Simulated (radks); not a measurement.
Values are calculated unless marked as measured or tabulated.
Q: Ionisation of Tb+, [Xe] 4f9 6s1, to Tb2+, [Xe] 4f9, under several functionals. Dirac Kohn-Sham, spin-unpolarised, spherical densities, point nucleus; open shells fill j = l - 1/2 first; a radial shooting solver on a logarithmic mesh with Libxc functionals. Known Delta-SCF values: LDA (Slater exchange, Perdew-Wang correlation) 11.722 eV. What does PW91 give, and what is its highest occupied eigenvalue?

A: 11.555 eV by Delta-SCF; the 6s1/2 eigenvalue is -8.755 eV. NIST: 11.51 eV (semi-empirical).

Beside tabulated values, note that spin-unpolarised runs miss the spin-polarisation part of the exchange energy of open shells.
